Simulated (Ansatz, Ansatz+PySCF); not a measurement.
```xyz
3

O     0.0000    0.0000   -0.2154
H     0.0000    1.3575    0.8616
H     0.0000   -1.3575    0.8616
```

Basis set: 6-31G (spherical functions). Correlated methods keep 1 orbital frozen. Charge 0, multiplicity 1.

Computed with Ansatz (development build ahead of 0.2.0); each method stands on the lowest determinant of its kind that the runs found. Restricted open shells among the atoms or ions are ROHF, correlated in semicanonical orbitals with singles. Restricted functionals stand beside restricted open-shell atoms, which can lie above the unrestricted atoms usual in DFT and then raise those values.

The atomization energy at this shape (free ground-state atoms in the same class of orbitals less the molecule, no zero-point energy) of singlet H2O:

```csv
method,atomization energy
PBE0 (unrestricted),1.96 eV
PBE0 (restricted),1.63 eV
RHF-CCSD(T),2.10 eV
UHF-CCSD(T),1.87 eV
RHF-MP2,1.42 eV
UHF-MP2,0.68 eV
RHF,-3.08 eV
```

Problem. What does UHF give?

Solution. 0.26 eV. Caution for PBE0 (unrestricted), UHF-CCSD(T), UHF-MP2, UHF: the unrestricted determinant is a mixture of spin states. Caution for PBE0 (restricted), RHF-CCSD(T), RHF-MP2, RHF: an unrestricted determinant lies well below. Caution for RHF-CCSD(T), RHF-MP2: bonds are stretched, where a single reference can fail. Caution for UHF-CCSD(T), UHF-MP2: a plain start can end on a higher determinant; another reference gives a lower total; large amplitudes, a single reference is doubtful. Caution for UHF-CCSD(T): the program doubts this total. Caution for RHF: the molecule lies well above its atoms at this level.

This basis has no polarisation functions and is too small for such energies, which can lie far from measured ones in either direction.
